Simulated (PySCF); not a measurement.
# ³³S chemical shifts

Theory: GIAO PBE0/pcSseg-1 shieldings, structure optimised with GFN2-xTB, in PySCF 2.14 (no solvent model, non-relativistic Hamiltonian, a single conformation, one averaged value for each set of equivalent atoms).

Shieldings were converted by a linear fit to measured shifts: ³³S (scatter 33.3 ppm rms vs sulfate, solution or neat liquid). Occasional misses reach two or three times the rms, and more in compound classes unlike the fitted ones.

(1) Give the ³³S shifts of `C#CC[Si@@H]1C[C@@H](C#N)CS1`, `c1cscn1`, `CCc1nnc(C)s1`.

(2) Match the shifts 218, -57, -226, -399, -479 ppm to `C#CCS[C@@H]1CC[Si@H]1C#N`, `CS[Si@@H](O)C#N`, `FC1=C(F)P1(=S)CC(F)(F)F`, `c1cscn1`, `O=S1OCCO1`.

Results:

(1) 
```tsv
compound	environment	δ (ppm)
C#CC[Si@@H]1C[C@@H](C#N)CS1	sulfur bonded to C, Si, in a 5-membered ring	-446
c1cscn1	aromatic ring sulfur	-57
CCc1nnc(C)s1	aromatic ring sulfur	-51
```

(2) 218: O=S1OCCO1 (sulfur bonded to 3 O, in a 5-membered ring); -57: c1cscn1 (aromatic ring sulfur); -226: C#CCS[C@@H]1CC[Si@H]1C#N (sulfide sulfur); -399: FC1=C(F)P1(=S)CC(F)(F)F (sulfur bonded to P); -479: CS[Si@@H](O)C#N (sulfur bonded to C, Si).
